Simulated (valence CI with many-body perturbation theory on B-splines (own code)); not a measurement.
**O⁺: key properties**

Level of theory: relativistic CI+MBPT: five valence electrons over a frozen Dirac-Fock core [He], a basis of 9 s, 9 p, 8 d, 6 f, 3 g, 1 h functions for each j, with the one-electron correlation potential Σ1, the two-electron term Σ2, the three-electron term Σ3, Breit, model QED; selected CI, second order for the rest, scaled by the run's own slope (own B-spline code, finite nucleus).

Set against measurement, 59 paired levels are off by 111 cm⁻¹ on average, the worst by 352. These come from a selection out of the NIST Handbook of Basic Atomic Spectroscopic Data. Levels without a partner in it may be off by more. Among the levels kept, up to 1700 cm⁻¹ of a level comes from second order outside the variational space, and about a tenth of that is noise between levels of different J, which matters for small intervals.

Rates and lifetimes use the calculated energies. Strong lines usually hold to 10 to 20 %, long lifetimes can be off by a factor of two.

Q: What is the ground level?

A: 2s²2p³ ⁴S°_3/2, composition 97 % 2s²2p³ ⁴S°, g = 2.002.

Q: Among levels below 242188 cm⁻¹, which E1 lines absorb most strongly from the ground level?

A: to 2s²2p²3d ⁴P_5/2 at 43.03 nm, f = 0.167; to 2s2p⁴ ⁴P_5/2 at 83.41 nm, f = 0.134; to 2s²2p²3d ⁴P_3/2 at 43.02 nm, f = 0.0998.

Q: What are the static dipole polarisabilities of the lowest levels?

A: 2s²2p³ ⁴S°_3/2 2.53; 2s²2p³ ²D°_5/2 2.44 (tensor 0.049); 2s²2p³ ²D°_3/2 2.44 (tensor 0.036); 2s²2p³ ²P°_1/2 2.38 bohr³, of which the core gives 0.00264.

Q: Name the longest-lived excited levels whose lifetime is computed, and their main decay.

A: 2s²2p³ ²D°_5/2 at 26989 cm⁻¹ lives 21500 s, mostly by E2 to 2s²2p³ ⁴S°_3/2; 2s²2p³ ²D°_3/2 at 27012 cm⁻¹ lives 6330 s, mostly by M1 to 2s²2p³ ⁴S°_3/2; 2s²2p³ ²P°_1/2 at 40701 cm⁻¹ lives 5.56 s, mostly by E2 to 2s²2p³ ²D°_3/2.

Q: How well does LS coupling describe the low levels?

A: Among the lowest 20 levels the leading LS term, summed over configurations, holds 100 % on average. For single configurations the figures are 94 % in LS and 60 % in jj coupling. Terms hardly mix: every one of these levels is at least 95 % one term.

Q: Where does the other parity begin?

A: At 2s2p⁴ ⁴P_5/2, 119885 cm⁻¹.

Q: What is the ionisation energy?

A: 35.098 eV; NIST lists 35.1211 eV (measured).
